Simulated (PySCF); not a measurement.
A side-by-side comparison of computed properties.

First species: amminetrifluoroboron, BF3H3N.
Atom-mapped SMILES: `[NH3+:1][B-:2]([F:3])([F:4])[F:5]` (hydrogens: H6, H7, H8 on N1)

Second species: C5H5F3N2.
Z-matrix (Å and degrees, PBE0-D3(BJ)/def2-SVP geometry), rows numbered from 1:
```
F 
C   1  1.3325
F   2  1.3501  1  106.96
F   2  1.3300  1  108.04  3  -114.87
C   2  1.5083  1  111.26  3   121.17
C   5  1.4894  2  114.08  1   178.90
N   6  1.3116  5  124.99  2  -129.51
C   7  1.3663  6  105.81  5  -178.52
C   8  1.3742  7  110.39  6    -0.10
N   6  1.3625  5  123.70  2    52.44
H   5  1.1025  2  106.80  1   -56.97
H   5  1.0973  2  108.58  1    59.03
H   8  1.0890  7  121.81  6  -179.96
H   9  1.0869  8  132.50  7  -179.29
H  10  1.0119  6  125.62  5    -4.57
```

Levels: B3LYP/def2-SVPD for dipole moment, HOMO energy, LUMO energy, HOMO–LUMO gap, static isotropic polarisability and electronic spatial extent ⟨r²⟩ about the centre of nuclear charge; TDDFT B3LYP/def2-SVPD for lowest singlet excitation; TDA B3LYP/def2-SVPD for lowest triplet excitation (Tamm–Dancoff); ΔSCF B3LYP/def2-SVPD for vertical ionisation energy; PBE0-D3(BJ)/def2-SVP for rotational constant A and rotational constant C. Geometries: PBE0-D3(BJ)/def2-SVP. Each structure is a single optimised conformer of the isolated species, non-relativistic unless stated. Electronic properties by PySCF.

The conformers computed, where there is a choice (atom-mapped SMILES and torsion angles):
- `[F:1][C:2]([F:3])([F:4])[CH2:5][c:6]1[n:7][cH:8][cH:9][nH:10]1`: F1–C2–C5–C6 179°, C2–C5–C6–N7 -130°

Which of the two has the higher static isotropic polarisability, and by how much?

The second: 73.7 au against 27.8 au, a difference of 45.9 au.

Which has the higher T1 energy?

The first: 8.23 eV against 4.40 eV, a difference of 3.83 eV.

Which of the two has the higher S1 energy, and by how much?

The first: 8.37 eV against 5.88 eV, a difference of 2.49 eV.

Which of the two has the higher HOMO–LUMO gap, and by how much?

The first: 9.27 eV against 6.53 eV, a difference of 2.74 eV.

Which has the higher vertical ionisation energy?

The first: 13.01 eV against 8.93 eV, a difference of 4.08 eV.

Which has the higher rotational constant C?

The first: 4.678 GHz against 0.762 GHz, a difference of 3.916 GHz.

Which has the higher LUMO energy?

The second: -0.13 eV against -0.82 eV, a difference of 0.69 eV.

Which of the two has the higher rotational constant A, and by how much?

The first: 4.905 GHz against 3.343 GHz, a difference of 1.562 GHz.

On the first: The vertical singlet–triplet gap S1 − T1 is 0.14 eV (TDDFT singlet less Tamm–Dancoff triplet; S1: HOMO→LUMO, weight 0.99; T1: HOMO−1→LUMO, weight 0.98). The 10 singlets span 8.37 to 10.38 eV, and their oscillator strengths add up to 0.17.

On the second: The ΔSCF ionisation energy exceeds −ε(HOMO) by 2.27 eV with B3LYP. S1 lies 0.65 eV below the HOMO–LUMO gap; its leading configuration is HOMO→LUMO, weight 0.50, beside HOMO→LUMO+1, weight 0.48.
